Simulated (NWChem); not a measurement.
System: CH4BBr; SMILES CBBr

Input file for NWChem:

```
start job
memory heap 200 mb stack 900 mb global 1100 mb
geometry units angstroms noautoz
  B     -0.621575     0.984127     0.025824
  H     -1.816237     1.087315     0.159486
  Br     0.024466    -0.804574    -0.163013
  C      0.330049     2.210882     0.008669
  H      1.394853     1.980152    -0.125966
  H      0.195844     2.775894     0.948951
  H      0.002913     2.904121    -0.787243
end
basis spherical
  * library def2-svp
end
dft
  xc slater vwn_5
  iterations 150
  vectors input atomic output neutral.movecs
end
task dft energy
charge 1
dft
  odft
  mult 2
  vectors input atomic output cation.movecs
end
task dft energy
```

Parts of the log:

```
             Northwest Computational Chemistry Package (NWChem) 7.3.0
             --------------------------------------------------------

 C1  symmetry detected

                             Geometry "geometry" -> ""
                             -------------------------

 Output coordinates in angstroms (scale by  1.889725989 to convert to a.u.)

  No.       Tag          Charge          X              Y              Z
 ---- ---------------- ---------- -------------- -------------- --------------
    1 B                    5.0000    -0.62718363     1.00783999    -0.00028224
    2 H                    1.0000    -1.82977053     1.10538318     0.00053041
    3 Br                  35.0000     0.04392465    -0.78159939    -0.00003496
    4 C                    6.0000     0.31492161     2.24203935    -0.00018397
    5 H                    1.0000     1.38910150     2.01562835    -0.00697437
    6 H                    1.0000     0.07985492     2.86645958     0.88085111
    7 H                    1.0000     0.06983990     2.87707137    -0.87066858

 Effective nuclear repulsion energy (a.u.)     135.2588048651

                                 NWChem DFT Module
                                 -----------------

 Summary of "ao basis" -> "ao basis" (spherical)
 ------------------------------------------------------------------------------
       Tag                 Description            Shells   Functions and Types
 ---------------- ------------------------------  ------  ---------------------
 B                          def2-svp                 6       14   3s2p1d
 H                          def2-svp                 3        5   2s1p
 Br                         def2-svp                12       32   5s4p3d
 C                          def2-svp                 6       14   3s2p1d

            General Information
            -------------------
          SCF calculation type: DFT
          Wavefunction type:  closed shell.
          No. of atoms     :     7
          No. of electrons :    50
           Alpha electrons :    25
            Beta electrons :    25
          Charge           :     0
          Spin multiplicity:     1
          Use of symmetry is: off; symmetry adaption is: off
          Maximum number of iterations: 150
          AO basis - number of functions:    80
                     number of shells:    36
          Convergence on energy requested:  1.00D-06
          Convergence on density requested:  1.00D-05
          Convergence on gradient requested:  5.00D-04

              XC Information
              --------------
                        Slater Exchange Functional  1.000 local
                      VWN V Correlation Functional  1.000 local

             Grid Information
             ----------------
          Grid used for XC integration:  medium
          Radial quadrature: Mura-Knowles
          Angular quadrature: Lebedev.
          Tag              B.-S. Rad. Rad. Pts. Rad. Cut. Ang. Pts.
          ---              ---------- --------- --------- ---------
          B                   0.85       49           8.0       434
          H                   0.35       45          10.0       434
          Br                  1.15      112          10.0       590
          C                   0.70       49           9.0       434
          Grid pruning is: on
          Number of quadrature shells:   390
          Spatial weights used:  Erf1

      Superposition of Atomic Density Guess
      -------------------------------------

 Sum of atomic energies:       -2636.21172975

      Non-variational initial energy
      ------------------------------

 Total energy =   -2637.531642
 1-e energy   =   -3935.278883
 2-e energy   =    1162.488436
 HOMO         =      -0.347329
 LUMO         =      -0.003983

   convergence    iter        energy       DeltaE   RMS-Dens  Diis-err
 ---------------- ----- ----------------- --------- --------- ---------
 d= 0,ls=0.0,diis     1  -2634.9106065192 -2.77D+03  1.28D-02  6.27D-01
 d= 0,ls=0.0,diis     2  -2634.8813650356  2.92D-02  1.14D-02  5.87D-01
 d= 0,ls=0.0,diis     3  -2634.9350767429 -5.37D-02  5.46D-03  1.38D-01
 d= 0,ls=0.0,diis     4  -2634.9574719640 -2.24D-02  1.08D-03  6.88D-03
 d= 0,ls=0.0,diis     5  -2634.9584132022 -9.41D-04  2.74D-04  1.03D-03
  Resetting Diis
 d= 0,ls=0.0,diis     6  -2634.9585477624 -1.35D-04  4.62D-05  5.59D-06
 d= 0,ls=0.0,diis     7  -2634.9585484829 -7.20D-07  2.62D-05  4.31D-07
 d= 0,ls=0.0,diis     8  -2634.9585484065  7.64D-08  1.54D-05  9.66D-07
 d= 0,ls=0.0,diis     9  -2634.9585485639 -1.57D-07  2.39D-06  5.32D-08

         Total DFT energy =    -2634.958548563864
      One electron energy =    -3937.267312348939
           Coulomb energy =     1265.037119355836
    Exchange-Corr. energy =      -97.987160435884
 Nuclear repulsion energy =      135.258804865123

 Numeric. integr. density =       49.999998453389

                       DFT Final Molecular Orbital Analysis
                       ------------------------------------

 Vector   23  Occ=2.000000D+00  E=-3.076316D-01
              MO Center= -3.2D-01,  8.0D-01, -1.6D-03, r^2= 3.6D+00
   Bfn.  Coefficient  Atom+Function         Bfn.  Coefficient  Atom+Function
  ----- ------------  ---------------      ----- ------------  ---------------
    32      0.339314  3 Br py                35      0.304547  3 Br py
    15     -0.252614  2 H  s                  4     -0.247325  1 B  px
    29     -0.222342  3 Br py                66     -0.202710  5 H  s
    55     -0.180813  4 C  px                 5      0.177608  1 B  py
    56      0.165223  4 C  py                16     -0.136106  2 H  s

 Vector   24  Occ=2.000000D+00  E=-2.832826D-01
              MO Center= -1.4D-02, -4.7D-01,  3.4D-04, r^2= 2.1D+00
   Bfn.  Coefficient  Atom+Function         Bfn.  Coefficient  Atom+Function
  ----- ------------  ---------------      ----- ------------  ---------------
    36      0.541381  3 Br pz                33      0.509891  3 Br pz
    30     -0.338470  3 Br pz                 6     -0.147092  1 B  pz
    27      0.110320  3 Br pz                 9      0.095317  1 B  pz
    57     -0.091587  4 C  pz                71     -0.077524  6 H  s
    76      0.076637  7 H  s                 72     -0.059944  6 H  s

 Vector   25  Occ=2.000000D+00  E=-2.446048D-01
              MO Center= -1.3D-01, -2.7D-01, -2.8D-05, r^2= 2.6D+00
   Bfn.  Coefficient  Atom+Function         Bfn.  Coefficient  Atom+Function
  ----- ------------  ---------------      ----- ------------  ---------------
    34      0.513925  3 Br px                31      0.466540  3 Br px
    28     -0.307960  3 Br px                35      0.186376  3 Br py
     4      0.179690  1 B  px                15      0.175500  2 H  s
    16      0.162410  2 H  s                 32      0.160398  3 Br py
    56      0.155069  4 C  py                54     -0.151426  4 C  s

 Vector   26  Occ=0.000000D+00  E=-8.979643D-02
              MO Center= -5.1D-01,  8.7D-01, -9.0D-05, r^2= 2.7D+00
   Bfn.  Coefficient  Atom+Function         Bfn.  Coefficient  Atom+Function
  ----- ------------  ---------------      ----- ------------  ---------------
     6      0.598276  1 B  pz                 9     -0.564904  1 B  pz
    36      0.355407  3 Br pz                33      0.212569  3 Br pz
    72      0.212099  6 H  s                 77     -0.209379  7 H  s
    30     -0.140594  3 Br pz                71      0.138806  6 H  s
    76     -0.137457  7 H  s                 48     -0.073479  3 Br d -1

 Vector   27  Occ=0.000000D+00  E= 3.932128D-02
              MO Center= -9.5D-02,  1.4D+00,  4.9D-03, r^2= 5.4D+00
   Bfn.  Coefficient  Atom+Function         Bfn.  Coefficient  Atom+Function
  ----- ------------  ---------------      ----- ------------  ---------------
    54      1.630156  4 C  s                  3     -1.400662  1 B  s
    72     -0.880369  6 H  s                 77     -0.879243  7 H  s
    35      0.699416  3 Br py                24      0.624431  3 Br s
     7     -0.356261  1 B  px                 8      0.347561  1 B  py
    23      0.324703  3 Br s                  5     -0.303911  1 B  py

 Vector   28  Occ=0.000000D+00  E= 4.706740D-02
              MO Center=  3.2D-01,  1.6D+00,  2.6D-04, r^2= 5.3D+00
   Bfn.  Coefficient  Atom+Function         Bfn.  Coefficient  Atom+Function
  ----- ------------  ---------------      ----- ------------  ---------------
    54      2.261404  4 C  s                 67     -1.180789  5 H  s
     8     -0.774421  1 B  py                72     -0.606798  6 H  s
    77     -0.602248  7 H  s                 24     -0.417761  3 Br s
     2      0.410220  1 B  s                 35     -0.410434  3 Br py
     5      0.319533  1 B  py                34      0.290427  3 Br px

     Multipole analysis of the density
     ---------------------------------

     L   x y z        total         alpha         beta         nuclear
     -   - - -        -----         -----         ----         -------
     0   0 0 0     -0.000000    -25.000000    -25.000000     50.000000

     1   1 0 0      0.100383      0.050192      0.050192      0.000000
     1   0 1 0      0.509382      0.254691      0.254691      0.000000
     1   0 0 1      0.001276      0.000638      0.000638      0.000000

     2   2 0 0    -24.280510    -26.278627    -26.278627     28.276744
     2   1 1 0     -0.118488     -1.990198     -1.990198      3.861908
     2   1 0 1      0.001804      0.002048      0.002048     -0.002293
     2   0 2 0    -21.349601   -150.659318   -150.659318    279.969034
     2   0 1 1      0.006100     -0.003264     -0.003264      0.012629
     2   0 0 2    -23.164783    -14.321419    -14.321419      5.478056

                                 NWChem DFT Module
                                 -----------------

            General Information
            -------------------
          SCF calculation type: DFT
          Wavefunction type:  spin polarized.
          No. of atoms     :     7
          No. of electrons :    49
           Alpha electrons :    25
            Beta electrons :    24
          Charge           :     1
          Spin multiplicity:     2
          Use of symmetry is: off; symmetry adaption is: off
          Maximum number of iterations: 150
          AO basis - number of functions:    80
                     number of shells:    36
          Convergence on energy requested:  1.00D-06
          Convergence on density requested:  1.00D-05
          Convergence on gradient requested:  5.00D-04

              XC Information
              --------------
                        Slater Exchange Functional  1.000 local
                      VWN V Correlation Functional  1.000 local

             Grid Information
             ----------------
          Grid used for XC integration:  medium
          Radial quadrature: Mura-Knowles
          Angular quadrature: Lebedev.
          Tag              B.-S. Rad. Rad. Pts. Rad. Cut. Ang. Pts.
          ---              ---------- --------- --------- ---------
          B                   0.85       49           8.0       434
          H                   0.35       45          10.0       434
          Br                  1.15      112          10.0       590
          C                   0.70       49           9.0       434
          Grid pruning is: on
          Number of quadrature shells:   390
          Spatial weights used:  Erf1

      Superposition of Atomic Density Guess
      -------------------------------------

 Sum of atomic energies:       -2636.21172975

 Renormalizing density from      50.00 to     49

      Non-variational initial energy
      ------------------------------

 Total energy =   -2604.860607
 1-e energy   =   -3856.573305
 2-e energy   =    1116.453894
 HOMO         =      -0.644952
 LUMO         =      -0.284919

   convergence    iter        energy       DeltaE   RMS-Dens  Diis-err
 ---------------- ----- ----------------- --------- --------- ---------
 d= 0,ls=0.0,diis     1  -2634.0642231924 -2.77D+03  3.18D-02  2.39D+00
                                                     2.66D-02  2.40D+00
 d= 0,ls=0.0,diis     2  -2631.7844277255  2.28D+00  3.15D-02  6.21D+00
                                                     2.58D-02  5.52D+00
 d= 0,ls=0.0,diis     3  -2634.1381525272 -2.35D+00  8.75D-03  5.10D-01
                                                     1.32D-02  4.75D-01
 d= 0,ls=0.0,diis     4  -2634.5140062438 -3.76D-01  2.74D-03  1.07D-01
                                                     3.67D-03  9.72D-02
 d= 0,ls=0.0,diis     5  -2634.5669856514 -5.30D-02  1.40D-03  2.57D-02
                                                     2.08D-03  2.41D-02
  Resetting Diis
 d= 0,ls=0.0,diis     6  -2634.5807822824 -1.38D-02  4.76D-04  3.03D-03
                                                     9.93D-04  3.09D-03
 d= 0,ls=0.0,diis     7  -2634.5827872115 -2.00D-03  3.83D-04  2.19D-04
                                                     8.84D-04  1.99D-04
 d= 0,ls=0.0,diis     8  -2634.5820782497  7.09D-04  2.94D-04  1.03D-03
                                                     6.99D-04  1.08D-03
 d= 0,ls=0.0,diis     9  -2634.5828574392 -7.79D-04  9.78D-05  1.40D-04
                                                     2.43D-04  1.64D-04
 d= 0,ls=0.0,diis    10  -2634.5829726220 -1.15D-04  2.44D-05  1.40D-05
                                                     4.37D-05  1.45D-05
 d= 0,ls=0.0,diis    11  -2634.5829811486 -8.53D-06  3.71D-06  1.42D-07
                                                     5.15D-06  1.14D-07
 d= 0,ls=0.0,diis    12  -2634.5829812087 -6.01D-08  6.01D-07  8.56D-09
                                                     1.69D-06  1.30D-08

         Total DFT energy =    -2634.582981208693
      One electron energy =    -3923.274218023506
           Coulomb energy =     1251.081424714218
    Exchange-Corr. energy =      -97.648992764527
 Nuclear repulsion energy =      135.258804865123

 Numeric. integr. density =       48.999998009920

                    DFT Final Alpha Molecular Orbital Analysis
                    ------------------------------------------

 Vector   23  Occ=1.000000D+00  E=-5.529526D-01
              MO Center=  1.3D-01,  1.5D+00, -3.1D-03, r^2= 3.3D+00
   Bfn.  Coefficient  Atom+Function         Bfn.  Coefficient  Atom+Function
  ----- ------------  ---------------      ----- ------------  ---------------
    32      0.292160  3 Br py                56      0.273989  4 C  py
    66     -0.270320  5 H  s                 55     -0.268087  4 C  px
    35      0.246312  3 Br py                15     -0.187361  2 H  s
    29     -0.183722  3 Br py                76      0.173367  7 H  s
    71      0.169289  6 H  s                  4     -0.132971  1 B  px

 Vector   24  Occ=1.000000D+00  E=-5.461541D-01
              MO Center=  4.0D-02, -1.7D-01,  8.2D-04, r^2= 2.8D+00
   Bfn.  Coefficient  Atom+Function         Bfn.  Coefficient  Atom+Function
  ----- ------------  ---------------      ----- ------------  ---------------
    33      0.532969  3 Br pz                36      0.497492  3 Br pz
    30     -0.340834  3 Br pz                57     -0.192151  4 C  pz
    71     -0.132525  6 H  s                 76      0.131355  7 H  s
    27      0.110824  3 Br pz                 6     -0.087257  1 B  pz
    60     -0.086950  4 C  pz                72     -0.052062  6 H  s

[...]
```

Level: LDA (Slater exchange, VWN5)/def2-SVP, vertical spin-unrestricted ions. All runs use the structure optimised with PBE0/def2-SVP.
